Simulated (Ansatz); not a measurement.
Cartesian coordinates (Å):
SMILES: [SiH2](O)S
```xyz
7

O     -0.8649    -0.9007     0.8367
Si    -0.0052     0.4101     0.3480
S      0.6687     0.2822    -1.6715
H     -1.6006    -1.1750     0.2863
H      1.1253     0.4862     1.2969
H     -0.8124     1.6557     0.3506
H      1.4891    -0.7584    -1.4471
```
Charge 0, spin multiplicity 1.

These are frozen-core CCSD(T)/def2-TZVPP // PBE0-D4/def2-TZVP in Ansatz (a first-principles code) values and carry that method's errors.

```
Quantity                       Result
----------------------  -------------
HF energy               -763.79590 Ha
MP2 correlation energy    -0.54608 Ha
```

Q: Estimate the CCSD correlation energy, the (T) correction, the total energy and the T1 diagnostic.

A: 
```yaml
CCSD correlation energy: -0.58200 Ha
"(T) correction": -0.02201 Ha
CCSD(T) total energy: -764.39991 Ha
T1 diagnostic: 0.011
```
